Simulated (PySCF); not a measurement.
Structure problem from calculated spectra and properties.

Formula: C6H7F3.

| Property | Result |
| --- | --- |
| 13C NMR | chemical shifts (computed TMS as zero) by class: 154.6 (1 C), 126.9 (1 C), 121.0 (1 C), 34.6 (1 C), 27.8 (1 C), 26.9 (1 C) ppm [GIAO PBE0/pcSseg-1] |
| 1H NMR | chemical shifts (computed TMS as zero) by class: 6.86 (1 H), 6.01 (1 H), 3.14 (1 H), 3.04 (1 H), 2.77 (1 H), 2.65 (1 H), 2.63 (1 H) ppm [GIAO PBE0/pcSseg-1] |
| NMR, other nuclei | isotropic shieldings of nuclei other than C and H, by class: 304 (1 F), 310 (2 F) ppm [GIAO PBE0/pcSseg-1] |
| Rotational structure | rotational constants A, B, C: 4.125, 0.749, 0.674 GHz [GFN2-xTB] |
| Dipole | 1.67 D [PBE0/pcSseg-1] |

Gas-phase values; electronic properties from PySCF, density fitting. Levels stand in brackets. Isolated species at its GFN2-xTB geometry (one conformer only). NMR classes are plain means over equivalent atoms (diastereotopic ones count apart unless rotation or inversion swaps them), as if these changed places fast.

Question: What is the compound? Reason from the data.

Answer: Numbering: `[F:1][CH:2]=[C:3]1[CH2:4][CH:5]([CH:6]([F:7])[F:8])[CH2:9]1`. Its formula, C6H7F3, gives 2 degrees of unsaturation: 1 ring and 1 π bond in the structure found. 6 carbons fall into 6 classes; from least to most shielded: vinylic C–F carbon [C2] (154.6 ppm), CHF2 carbon [C6] (126.9 ppm), fully substituted alkene carbon [C3] (121.0 ppm), four-membered-ring carbon [C5] (34.6 ppm), allylic carbon [C4] (27.8 ppm), allylic carbon [C9] (26.9 ppm). Hydrogen classes from least to most shielded: 1 H on a vinylic C–F carbon, C2 (6.86 ppm), 1 H on a CHF2 carbon, C6 (6.01 ppm), 1 H on an allylic carbon, C4 (3.14 ppm), 1 H on an allylic carbon, C9 (3.04 ppm), 1 H on an allylic carbon, C4 (2.77 ppm), 1 H on an allylic carbon, C9 (2.65 ppm), 1 H on a four-membered-ring carbon, C5 (2.63 ppm). The other shieldings belong to: 304 ppm, vinyl fluorine [F1]; 310 ppm, fluorine of a CF2 group [F7/F8]. The optimised geometry has point group C1 and is an asymmetric top. Structure: `FC=C1CC(C(F)F)C1`. Computed isomers that give other values at the same levels: `C=CC(=C)CC(F)(F)F` (13C chemical shifts (computed TMS as zero) by class: 145.0 (1 C), 144.9 (1 C), 134.8 (1 C), 132.0 (1 C), 123.5 (1 C), 40.1 (1 C) ppm); `FC(F)(F)[C@H]1C=CCC1` (rotational constant A: 3.006 GHz; this holds for the one conformer computed); `C=C(/C=C\F)CC(F)F` (rotational constant A: 1.986 GHz; this holds for the one conformer computed). The assignments are read from this structure; whether some other isomer fits the data as well wasn't checked.

The values belong to the conformer `[F:1][CH:2]=[C:3]1[CH2:4][CH:5]([CH:6]([F:7])[F:8])[CH2:9]1`: C4–C5–C6–F7 73°.
